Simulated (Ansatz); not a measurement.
Geometry optimisation, RKS PBE-D4/6-31G* (Ansatz).

Input:

```yaml
crystal:
  periodic: [false, false, false]
  atoms:
    - { symbol: Si, position_ang: [0.244546, 0.076002, -0.141443] }
    - { symbol: H, position_ang: [0.061503, 0.044639, 1.31941] }
    - { symbol: H, position_ang: [1.697079, 0.018589, -0.482762] }
    - { symbol: Cl, position_ang: [-0.476869, 1.80849, -0.989616] }
    - { symbol: Cl, position_ang: [-0.572965, -1.645713, -0.976326] }
    - { symbol: O, position_ang: [-2.35949, 0.076293, 1.09269] }
    - { symbol: H, position_ang: [-2.761422, -0.736159, 0.724397] }
    - { symbol: H, position_ang: [-1.725581, -0.27184, 1.77125] }
basis:
  gaussian: { orbitals: "6-31G*" }
hamiltonian:
  xc: pbe
  dispersion: d4
relax:
  f_tol: 0.03
  max_steps: 50
```

Launched with:

```bash
$ ansatz run input.yaml --threads 1 --pin off --max-ram 2048MiB --backend cpu --events-out ev --progress --plain --runs-dir out
```

Problem. Where does it end, and by what steps?

Solution. It converged. The force dipped under the threshold on the way, but the program's further checks kept it going. After 21 steps the energy has fallen by 0.181 eV; H8 moved furthest, 1.22 Å.

```
step  energy less start (eV)  largest force component (eV/Å)  accepted
   0                  0.0000                           0.656       yes
   1                 -0.0642                           0.599       yes
   2                 -0.0739                           0.500       yes
   3                 -0.0861                           0.943       yes
   4                 -0.1000                           0.657       yes
   5                 -0.1127                           0.227       yes
   6                 -0.1251                           0.240       yes
   7                 -0.1334                           0.043       yes
   8                 -0.1460                           0.056       yes
   9                 -0.0819                           1.532        no
  10                 -0.1522                           0.066       yes
  11                 -0.1545                           0.380       yes
  12                 -0.1662                           0.095       yes
  13                 -0.1693                           0.348       yes
  14                 -0.1754                           0.191       yes
  15                 -0.1801                           0.055       yes
  16                 -0.1806                           0.021       yes
  17                 -0.1806                           0.079        no
  18                 -0.1806                           0.081        no
  19                 -0.1807                           0.004       yes
  20                 -0.1808                           0.039       yes
  21                 -0.1809                           0.008       yes
```

```xyz
8
Properties=species:S:1:pos:R:3
Si 0.370 0.041 -0.101
H 0.471 0.319 1.353
H 1.694 0.142 -0.783
Cl -0.842 1.431 -1.064
Cl -0.275 -1.904 -0.465
O -2.194 -0.121 1.434
H -2.689 0.475 0.836
H -2.430 -1.013 1.108
```

Whether the end is a true minimum wasn't checked by a vibrational analysis.

Time of the run: 58 s on 1 thread of Arm Neoverse V1, on a shared host, peak memory 0.12 GiB.
